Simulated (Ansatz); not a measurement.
BeF2, triplet, geometry from GFN2-xTB (such geometries of metal compounds can be far from the true shape) (a higher spin typed on purpose: for a closed-shell molecule this is an excited state). Base run: B3LYP/def2-SV(P) in Ansatz (a quantum-chemistry and plane-wave program).

Geometry (Å):
```xyz
3

Be    -0.3393     0.4116    -0.7855
F      1.0358    -0.1088    -0.2494
F     -0.8850    -0.0741     0.5985
```
Charge 0, spin multiplicity 3.
Orbitals are unrestricted.
All else is at Ansatz's defaults.

Each row names what was changed in the base input (with any setting that the change needs).

```tsv
change	basis functions	E (Eh)
base	37	-214.18081
basis = x2c-SVPall; relativity = none	37	-214.17545
basis = jorge-DZP-DKH; relativity = spin-free X2C; nucleus = Gaussian	45	-214.58685
basis = jorge-DZP-DKH; relativity = spin-free X2C	45	-214.58690
basis = jorge-DZP-DKH; relativity = none	45	-214.39751
basis = cc-pVDZ-DK; relativity = spin-free X2C	42	-214.55220
basis = cc-pVDZ-DK; relativity = spin-free X2C; nucleus = Gaussian	42	-214.55215
basis = x2c-SVPall; relativity = spin-free X2C; nucleus = Gaussian	37	-214.35794
basis = cc-pVDZ-DK; relativity = none	42	-214.35919
basis = x2c-SVPall; relativity = spin-free X2C	37	-214.35798
```

Totals shift with the method and basis; they matter in differences.

Ansatz warned in this series: the basis is contracted for relativity, which the run leaves out.

Basis sets contracted for a relativistic Hamiltonian are a mismatch without it, so the rows without relativity aren't non-relativistic limits. No row has spin-orbit coupling; sets with core potentials leave out the core electrons.
